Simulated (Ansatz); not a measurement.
Cost against result

Saddle point of SiHCl4, doublet (SiCl₄ ([Cl][Si]([Cl])([Cl])[Cl]) + H → SiCl₃ ([Cl][Si]([Cl])[Cl]) + HCl; bonds formed: Cl1–H6; bonds broken: Cl1–Si2), PBE0-D4/def2-TZVP structure:

```xyz
6
angstrom
Cl -0.6849 0.1401 1.4375
Si 0.2919 -0.0582 -0.6097
Cl 1.5270 -1.6702 -0.6046
Cl -1.1532 -0.3041 -2.0151
Cl 1.3579 1.6244 -1.0057
H -1.3387 0.2679 2.7975
```

Barriers are electronic and count from the start structure reached by relaxing down the imaginary mode. Spin–orbit coupling is left out.

Computed with Ansatz 0.2.0 (basis: as named in each row); correlated methods freeze the cores; orbitals are unrestricted. B3LYP uses VWN-RPA correlation. Extrapolation: Hartree–Fock as exp(−7.88 √X), correlation as X^−2.97.

Times are rough, for one single point on 8 threads of a shared host (Arm Neoverse V2).

The estimate by CCSD(T) at an estimated basis limit (MP2 extrapolated from triple and quadruple zeta, plus CCSD(T) − MP2 in triple zeta) is 0.873 eV.

```
      method       basis  time (s)  barrier (eV)  method less estimate
          HF      STO-3G   under 1         1.097                 0.224
      PBE-D4      STO-3G   under 1        -0.140                -1.013
       SPW92    def2-SVP   under 1         0.245                -0.628
      PBE-D4    def2-SVP   under 1         0.476                -0.396
    B3LYP-D4       6-31G   under 1        -0.011                -0.884
       SPW92  def2-TZVPP         1         0.179                -0.694
     PBE0-D4    def2-SVP         1         0.712                -0.160
      PBE-D4  def2-TZVPP         2         0.421                -0.452
     BLYP-D4  def2-TZVPP         2         0.381                -0.492
  RPA on PBE  def2-TZVPP         3         0.851                -0.021
    BHLYP-D4  def2-TZVPP         4         0.838                -0.034
    B3LYP-D4  def2-TZVPP         4         0.560                -0.312
     CCSD(T)    def2-SVP         4         1.084                 0.212
CAM-B3LYP-D4  def2-TZVPP         4         0.730                -0.143
     wB97M-V    def2-SVP         4         0.911                 0.038
      B2PLYP  def2-TZVPP         4         0.758                -0.114
    PBE-QIDH  def2-TZVPP         4         0.927                 0.055
   r2SCAN-D4  def2-TZVPP         5         0.515                -0.357
     PBE0-D4  def2-TZVPP         6         0.657                -0.216
  r2SCAN0-D4  def2-TZVPP         7         0.652                -0.220
      B97M-V  def2-TZVPP         8         0.720                -0.153
     wB97X-V  def2-TZVPP         8         0.929                 0.057
     wB97M-V  def2-TZVPP        10         0.880                 0.007
         MP2  def2-QZVPP        12         1.089                 0.217
     CCSD(T)  def2-TZVPP       210         0.914                 0.041
```

All methods are single points on the PBE0-D4 structures; a negative value means that the method puts the saddle structure below the start.

T1 diagnostic: at most 0.014. ⟨S²⟩ of the unrestricted Hartree–Fock references: 0.75 to 0.80 (a pure state has 0.75). The unrestricted reference is spin-contaminated, which hurts MP2 most.

Radical steps of this kind take place in plasma deposition and etching.

Labels in which every atom is bracketed show which atoms are joined, not bond orders.
